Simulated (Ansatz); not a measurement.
Computed with Ansatz.

A structure relaxed at PBE0-D4/def2-TZVP, charge 0, multiplicity 1:

```csv
atom,x (Å),y (Å),z (Å)
C1,-0.118,1.169,-0.895
C2,0.497,0.270,0.130
C3,1.821,0.731,0.655
C4,-0.082,-0.859,0.552
Si5,-1.716,-1.527,-0.029
H6,0.548,1.278,-1.758
H7,-1.081,0.805,-1.255
H8,-0.266,2.174,-0.486
H9,2.547,0.825,-0.159
H10,2.222,0.044,1.401
H11,1.733,1.724,1.108
H12,0.452,-1.441,1.302
H13,-1.998,-2.800,0.688
H14,-2.838,-0.585,0.240
H15,-1.721,-1.808,-1.492
```

Task: Give its formula and SMILES.

Result: C4H10Si, `CC(C)=C[SiH3]`.

Task: Point group (tolerance 0.08 Å, 0.16 Å for H)?

Result: Cs.

Task: Summarise the bond lengths by kind.

Result: 3 × C–C 1.338 to 1.496 Å; 7 × C–H 1.089 to 1.095 Å; 1 × C–Si 1.858 Å; 3 × H–Si 1.487 to 1.490 Å.
